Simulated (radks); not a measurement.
Task: The mean radii <r> (bohr) of the occupied orbitals of an atom or ion are listed with their occupations. Calculated with a radial shooting solver on a logarithmic mesh with Libxc functionals: scalar-relativistic Kohn-Sham, SOGGA, spin-unpolarised, spherical densities, finite nucleus; Fermi nuclear charge, rms radius of each element as measured or else 0.836 A^(1/3) + 0.57 fm.

| orbital | occ. | <r> |
|---|---|---|
| 1s | 1 | 0.3847 |

Name the element and its charge.

Result: Z = 4, beryllium, charge +3: Be3+ in 1s1. The 1s radius gives Z: for a bare nucleus <r> = (2 gamma + 1)/(2Z) with gamma = sqrt(1 - (Z/c)^2), 0.3749 bohr for Z = 4, and the self-interaction of the functional makes it slightly larger (0.3847 here). The occupations add up to 1, and the charge is Z minus that.
